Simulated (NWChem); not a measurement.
# CH5FO2Si; SMILES FC[SiH](O)O

```xyz
10

O      1.5066    -0.8187    -0.3147
Si     0.0209    -0.4531     0.3309
O     -1.0581    -1.6123    -0.1480
C     -0.6822     1.1529    -0.3555
F      0.1083     2.2037     0.0826
H      2.2816    -0.5377     0.1788
H      0.1601    -0.3477     1.8153
H     -0.7895    -2.5309    -0.0558
H     -0.6920     1.1411    -1.4600
H     -1.7218     1.3171    -0.0199
```
Atoms are numbered in this order, from 1.

Computed with NWChem. Medium grid unless said otherwise, to which SCAN and Minnesota functionals are sensitive. Coordinates come from a PBE0/def2-SVP optimisation. Hybrids' shares of exact exchange are those that their runs print; pure functionals count as 0. The functionals differ in more than this share.

```csv
row,share of exact exchange,orbital gap (eV)
PBE/def2-TZVP,0.00,6.25
r2SCAN/def2-TZVP,0.00,7.08
TPSSh/def2-TZVP,0.10,7.59
B3LYP/def2-TZVP,0.20,withheld
PBE0/def2-TZVP,0.25,8.70
PW6B95/def2-TZVP,0.28,8.81
```

Problem. Fit a straight line of the last column on the one before it, predict the withheld value, and compare with the run.

Solution. 
1. Means of the 5 shown rows: x = 0.126, y = 7.686. Slope Σ(x − x̄)(y − ȳ)/Σ(x − x̄)² = 0.5586/0.07152 = 7.811; intercept 6.702.
2. The shown rows scatter about the line by 0.271 (root mean square); the largest residual is -0.45, at PBE/def2-TZVP.
3. At x = 0.20 (B3LYP/def2-TZVP; inside the shown range) the line gives 8.26.
4. The run gives 8.19, -0.07 from the line, 0.3 times the scatter.
